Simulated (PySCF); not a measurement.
Dipole moment and polarisability of `COC1=CCC[S@@]1=O`

C5H8O2S.
Cartesian coordinates in Å at the GFN2-xTB level; atoms count from 1:
```
atom  x, y, z in Å
C1     2.706   -0.049   -0.023
O2     1.677    0.674    0.627
C3     0.414    0.422    0.246
C4    -0.676    0.887    0.844
C5    -1.984    0.571    0.189
C6    -1.735   -0.573   -0.785
S7     0.047   -0.536   -1.288
O8     0.554   -1.900   -1.091
H9     3.634    0.282    0.439
H10    2.585   -1.126    0.111
H11    2.728    0.175   -1.095
H12   -0.647    1.486    1.739
H13   -2.740    0.302    0.931
H14   -2.350    1.455   -0.343
H15   -1.871   -1.547   -0.318
H16   -2.349   -0.514   -1.680
```

Level: B3LYP/def2-SVPD (PySCF), static field, nuclei fixed, core orbitals frozen in the response. The polarisability tensor in these axes (au):

```
x   106.15  -7.08  -3.48
y    -7.08  77.62  12.23
z    -3.48  12.23  77.12
```

Q: Give the principal values, the mean and the anisotropy Δα = √{½[(α1 − α2)² + (α2 − α3)² + (α1 − α3)²]}.

A: Principal values 64.98, 86.75 and 109.15 au; mean 86.96 au = 12.89 Å³ = 14.34 × 10⁻⁴⁰ C²·m²/J; Δα = 38.26 au (44 % of the mean).

Q: What is the dipole moment, and where does it point?

A: (-1.65, 2.20, 0.33) D, 2.77 D in size, pointing from the negative to the positive side. Measured along this direction, the outermost atoms are H10 at the negative end and H14 at the positive end.

Q: What depolarisation ratio follows for Rayleigh scattering of linearly polarised light, taking the static tensor?

A: ρ = 3Δα²/(45ᾱ² + 4Δα²) = 4390.6/(340312 + 5854.2) = 0.0127.

Q: Find the Langevin capture rate constant for NO+ (29.998 u) meeting this molecule (132.025 u), k = 2.342 × 10⁻⁹ cm³/s × √(α in Å³ / reduced mass in u).

A: The reduced mass is 24.44 u, so k = 1.70 × 10⁻⁹ cm³/s. The formula leaves out the permanent dipole, which adds to the capture rate.

Q: What would n − 1 = 2πNα be for an ideal gas of these molecules at 273.15 K and 1 atm, electronic part alone?

A: N = p/kT = 2.6868 × 10¹⁹ cm⁻³, so n − 1 = 2π × N × 12.89 × 10⁻²⁴ cm³ = 2175 × 10⁻⁶ at long wavelengths.

Isolated species at its GFN2-xTB geometry (one conformer only).

These values come from a run that also computed excited states. On one thread of an x86-64 server, on a shared host, this took 34 s of wall time.
